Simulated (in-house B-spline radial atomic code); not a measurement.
Inner levels of barium as electrons are removed. A shift is the extra binding of the orbital against the neutral atom ([Xe] 6s2). The density at the nucleus is averaged over the nuclear charge. Computed with a radial B-spline atomic code at the basis-set limit: Dirac-Hartree-Fock, average of the configuration, finite nuclei.

```
  ion      configuration  shift of 3d5/2 (eV)  shift of 4s1/2 (eV)  shift of 3p3/2 (eV)  radius of 3d5/2 (bohr)  radius of 4s1/2 (bohr)  radius of 3p3/2 (bohr)  Σ<r²> (bohr²)  change of density at nucleus (bohr⁻³)
 Ba8+      [Kr] 4d10 5s2               105.16               102.49                104.8                 0.26706                 0.67138                  0.2922         18.196                                 80.558
 Ba9+      [Kr] 4d10 5s1               124.57               120.79               124.13                   0.267                 0.67187                 0.29216         15.549                                -65.265
Ba10+          [Kr] 4d10                    ?                    ?                    ?                       ?                       ?                       ?              ?                                      ?
Ba11+           [Kr] 4d9                    ?                    ?                    ?                       ?                       ?                       ?              ?                                      ?
Ba12+           [Kr] 4d8                    ?                    ?                    ?                       ?                       ?                       ?              ?                                      ?
Ba13+           [Kr] 4d7               245.75               226.76               244.97                 0.26661                  0.6577                 0.29146         10.278                                -118.01
Ba14+           [Kr] 4d6               281.63               257.16               280.73                 0.26632                 0.65304                 0.29119         9.4551                                -76.629
Ba15+           [Kr] 4d5               318.56               288.23               317.51                   0.266                 0.64837                  0.2909         8.6786                                -32.768
Ba16+           [Kr] 4d4               356.53               319.93               355.31                 0.26565                 0.64368                 0.29058         7.9448                                 13.539
Ba17+           [Kr] 4d3               395.53               352.26               394.11                 0.26527                   0.639                 0.29024           7.25                                 62.283
Ba18+           [Kr] 4d2               435.54               385.21                433.9                 0.26486                 0.63433                 0.28987          6.591                                 113.45
Ba19+           [Kr] 4d1               476.56               418.76               474.66                 0.26442                 0.62967                 0.28948         5.9652                                 167.04
Ba20+  [Ar] 3d10 4s2 4p6               518.56               452.92               516.38                 0.26395                 0.62503                 0.28906         5.3702                                 223.08
Ba21+  [Ar] 3d10 4s2 4p5               562.38               485.79               559.36                 0.26344                 0.62046                 0.28912         4.8362                                 282.83
```

Fill in the row of Ba10+.

shift of 3d5/2 (eV): 144.65; shift of 4s1/2 (eV): 139.64; shift of 3p3/2 (eV): 144.13; radius of 3d5/2 (bohr): 0.26694; radius of 4s1/2 (bohr): 0.67144; radius of 3p3/2 (bohr): 0.29212; Σ<r²> (bohr²): 13.083; change of density at nucleus (bohr⁻³): -227.19.

Fill in the row of Ba11+.

shift of 3d5/2 (eV): 177.24; shift of 4s1/2 (eV): 167.97; shift of 3p3/2 (eV): 176.65; radius of 3d5/2 (bohr): 0.2671; radius of 4s1/2 (bohr): 0.66692; radius of 3p3/2 (bohr): 0.29193; Σ<r²> (bohr²): 12.086; change of density at nucleus (bohr⁻³): -193.3.

Fill in the row of Ba12+.

shift of 3d5/2 (eV): 210.95; shift of 4s1/2 (eV): 197.02; shift of 3p3/2 (eV): 210.28; radius of 3d5/2 (bohr): 0.26687; radius of 4s1/2 (bohr): 0.66233; radius of 3p3/2 (bohr): 0.29171; Σ<r²> (bohr²): 11.153; change of density at nucleus (bohr⁻³): -156.91.
